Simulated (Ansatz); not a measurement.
`[CH3][GaH][CH]=O` + `C=N` → `C=[N][GaH][CH3]` + `C=O`  (ligand exchange at a Ga–C bond)

Program: Ansatz. Geometries: PBE0-D4/def2-TZVP. ΔE: electronic, gas phase. CCSD(T)/CBS adds triple-zeta CCSD(T) − MP2 to the extrapolated MP2 energy (def2 sets, frozen cores). This one scheme is used for every species. Functionals use def2-TZVPP. For Ga outer-core shells are correlated without core-valence functions, which leaves a few kJ/mol of doubt a bond. Scalar relativity is left out up to krypton. Each species was taken in one conformer, which may not be the lowest.

Question: Is it downhill or uphill in electronic energy at CCSD(T)/CBS, and by how much? (Estimate.)

Answer: Ansatz gave: Downhill: ΔE = -52.8 kJ/mol.

Question: What do these levels give: ωB97X-V, PBE, r2SCAN, MP2/def2-QZVPP, MP2/CBS(def2), CCSD/CBS(def2)? (Best estimate.)

Answer: The calculation gave: ωB97X-V -50.3, PBE -47.1, r2SCAN -53.0, MP2/def2-QZVPP -59.1, MP2/CBS(def2) -58.9, CCSD/CBS(def2) -52.8 kJ/mol.

Largest T1 diagnostic among the species: 0.015.
